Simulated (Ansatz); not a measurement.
Ansatz (a program for electronic structure) job for CBr3, SMILES Br[C](Br)Br, multiplicity 2, PBE-D3(BJ)/def2-SVP. 

Ansatz 0.2 input:
```yaml
crystal:
  periodic: [false, false, false]
  atoms:
    - {symbol: C, position_ang: [-0.00000000, 0.00000000, 0.21600771]}
    - {symbol: Br, position_ang: [1.59252106, 0.91944246, -0.01234330]}
    - {symbol: Br, position_ang: [-1.59252105, 0.91944246, -0.01234330]}
    - {symbol: Br, position_ang: [-0.00000000, -1.83888492, -0.01234330]}
basis:
  gaussian:
    orbitals: def2-SVP
hamiltonian:
  xc: pbe
  dispersion: d3bj
magnetization: {spin_polarized: true, initial_magnetization: 1}
relax: {f_tol: 0.002, max_steps: 200}
```

Output:

```
WARN ansatz: RAYON_NUM_THREADS=2 ignored (pool sized by the plan → 2); use --threads N
Functional definition: PBE
integrals: 0.06 GiB planned
1193 factors; their error is unknown
mean field: 0.40 GiB planned
mean field evaluation 1: about -211112.8974 eV, gradient 2.4e1 eV
mean field evaluation 2: about -211102.1737 eV, gradient 4.9e1 eV
mean field evaluation 4: about -211115.3432 eV, gradient 1.3e0 eV
mean field evaluation 8: about -211115.1872 eV, gradient 6.2e-2 eV
mean field evaluation 16: about -211115.1872 eV, gradient 7.1e-5 eV
mean field -211115.18723865 eV, -7758.3400320067 hartree, gradient 7.1e-5 eV, S^2 0.752787; 0 other end points of the search recorded, 0 dependent functions left out
the calculation of the forces begins
reference -211115.18726658 eV, -7758.3400330334 hartree; 56, 55 occupied and 54, 55 virtual orbitals, 1193 factors
relax step   1: F+E_penalty+E_count = -211115.33932369 eV  Δ(F+E_penalty+E_count) = +0.000e0 eV  max|allowed force component| = 5.677e-1 eV/Å  Δτ_max = 0.0000 Å  (29 SCF iters, accepted)
these checks for a lower state are left out or cut short: starts, cluster_reference, orbital_swaps, neighbouring_geometries, increment
integrals: 0.06 GiB planned
1193 factors; their error is unknown
mean field: 0.40 GiB planned
mean field -211115.20649330 eV, -7758.3407396021 hartree, gradient 1.3e-5 eV, S^2 0.752842; 0 other end points of the search recorded, 0 dependent functions left out
the calculation of the forces begins
reference -211115.20652129 eV, -7758.3407406308 hartree; 56, 55 occupied and 54, 55 virtual orbitals, 1193 factors
relax step   2: F+E_penalty+E_count = -211115.35784920 eV  Δ(F+E_penalty+E_count) = -1.853e-2 eV  max|allowed force component| = 1.954e-1 eV/Å  Δτ_max = 0.0150 Å  (33 SCF iters, accepted)
these checks for a lower state are left out or cut short: starts, cluster_reference, orbital_swaps, neighbouring_geometries, increment
integrals: 0.06 GiB planned
1193 factors; their error is unknown
mean field: 0.40 GiB planned
mean field evaluation 32: about -211115.2147 eV, gradient 1.2e-5 eV
mean field -211115.21467026 eV, -7758.3410400998 hartree, gradient 1.2e-5 eV, S^2 0.752678; 0 other end points of the search recorded, 0 dependent functions left out
the calculation of the forces begins
reference -211115.21469823 eV, -7758.3410411279 hartree; 56, 55 occupied and 54, 55 virtual orbitals, 1193 factors
relax step   3: F+E_penalty+E_count = -211115.36572201 eV  Δ(F+E_penalty+E_count) = -7.873e-3 eV  max|allowed force component| = 9.541e-3 eV/Å  Δτ_max = 0.0501 Å  (32 SCF iters, accepted)
these checks for a lower state are left out or cut short: starts, cluster_reference, orbital_swaps, neighbouring_geometries, increment
integrals: 0.06 GiB planned
1193 factors; their error is unknown
mean field: 0.40 GiB planned
mean field -211115.21464279 eV, -7758.3410390905 hartree, gradient 8.5e-5 eV, S^2 0.752669; 0 other end points of the search recorded, 0 dependent functions left out
the calculation of the forces begins
reference -211115.21467076 eV, -7758.3410401185 hartree; 56, 55 occupied and 54, 55 virtual orbitals, 1193 factors
relax step   4: F+E_penalty+E_count = -211115.36572996 eV  Δ(F+E_penalty+E_count) = -7.947e-6 eV  max|allowed force component| = 2.802e-3 eV/Å  Δτ_max = 0.0019 Å  (21 SCF iters, accepted)
these checks for a lower state are left out or cut short: starts, cluster_reference, orbital_swaps, neighbouring_geometries, increment
integrals: 0.06 GiB planned
1193 factors; their error is unknown
mean field: 0.40 GiB planned
mean field -211115.21465387 eV, -7758.3410394975 hartree, gradient 2.9e-5 eV, S^2 0.752672; 0 other end points of the search recorded, 0 dependent functions left out
the calculation of the forces begins
reference -211115.21468184 eV, -7758.3410405254 hartree; 56, 55 occupied and 54, 55 virtual orbitals, 1193 factors
relax step   5: F+E_penalty+E_count = -211115.36573174 eV  Δ(F+E_penalty+E_count) = -1.776e-6 eV  max|allowed force component| = 2.951e-4 eV/Å  Δτ_max = 0.0008 Å  (21 SCF iters, accepted)
integrals: 0.06 GiB planned
1193 factors; their error is unknown
mean field: 0.40 GiB planned
mean field -211115.21465387 eV, -7758.3410394975 hartree, gradient 2.9e-5 eV, S^2 0.752672; 1 other end points of the search recorded, 0 dependent functions left out
the calculation of the forces begins
reference -211115.21468184 eV, -7758.3410405254 hartree; 56, 55 occupied and 54, 55 virtual orbitals, 1193 factors
Total energy: -211115.36575971 eV, -7758.3465925348 hartree
Atom 0 at    -0.000003    -0.000002     0.273617 Å, force     0.000011     0.000007     0.000295 eV/Å
Atom 1 at     1.609887     0.929469    -0.031547 Å, force     0.000004     0.000002    -0.000097 eV/Å
Atom 2 at    -1.609887     0.929472    -0.031546 Å, force    -0.000014     0.000007    -0.000099 eV/Å
Atom 3 at     0.000003    -1.858939    -0.031546 Å, force    -0.000001    -0.000016    -0.000099 eV/Å
Dipole moment:    -0.000003    -0.000002    -0.076924 e Å
```

The calculation finished and met its thresholds.
